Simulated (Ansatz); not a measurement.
[(OH)2Al]2NH (Al2NO4H5). The state is a triplet with charge 0. Geometry B3LYP-D4/def2-SVP, that of the neutral singlet; atoms count from 1.

```
atom   x (Å)   y (Å)   z (Å)
 Al1   0.908  -0.813  -0.130
  O2   2.180  -0.964   1.018
  O3   0.743  -2.226  -1.099
  N4   0.439   0.865  -0.816
 Al5  -1.038   1.034   0.087
  O6  -0.787  -0.542   0.861
  O7  -2.407   1.936   0.476
  H8   2.626  -0.202   1.395
  H9   0.344  -2.204  -1.972
 H10   0.926   1.435  -1.493
 H11  -1.220  -1.110   1.503
 H12  -2.714   2.792   0.170
```

At PBE0-D4/def2-TZVP a singlet of charge 0 lies 4.49 eV below the triplet at the same geometry.

(1) Estimate the Mulliken populations from the PBE0/def2-TZVP orbitals of Ansatz.

(2) Where does the spin sit?

(3) And the Mayer bond orders between heavy atoms (over 0.3)?

Answers

(1) 
```csv
atom,charge (e),spin (α − β)
Al1,0.50,0.04
O2,-0.54,0.03
O3,-0.54,0.03
N4,0.01,0.82
Al5,0.03,1.00
O6,-0.43,0.00
O7,-0.44,-0.06
H8,0.30,0.01
H9,0.30,0.01
H10,0.20,0.04
H11,0.31,0.04
H12,0.30,0.03
```
Mulliken values depend strongly on the basis.

(2) Summed by element: Al 1.04, O 0.01, N 0.82, H 0.13, of 2 unpaired in all. Largest on single atoms: Al5 1.00, N4 0.82, O7 -0.06.

(3) Al1–O2 1.21 (1.72 Å); Al1–O3 1.21 (1.72 Å); Al1–N4 0.68 (1.87 Å); Al1–O6 0.54 (1.98 Å); N4–Al5 0.41 (1.74 Å); Al5–O6 0.74 (1.77 Å); Al5–O7 0.99 (1.68 Å).
